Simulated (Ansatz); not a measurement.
`CC#[C][SnH3]`, charge 0, multiplicity 1.

**Question.** Give a relaxed structure at PBE0-D4/def2-TZVP (Ansatz). (Estimate.)

**Answer.** The calculation gave: 
```xyz
10

C    -2.042    0.973   -0.633
C    -0.783    0.372   -0.243
C     0.268   -0.130    0.082
Sn    2.070   -0.986    0.642
H    -2.304    1.796    0.035
H    -2.851    0.239   -0.599
H    -1.987    1.368   -1.651
H     3.074   -1.087   -0.730
H     1.763   -2.541    1.266
H     2.792   -0.003    1.831
```
Point group C3.
This is one stationary point; other conformers may exist.
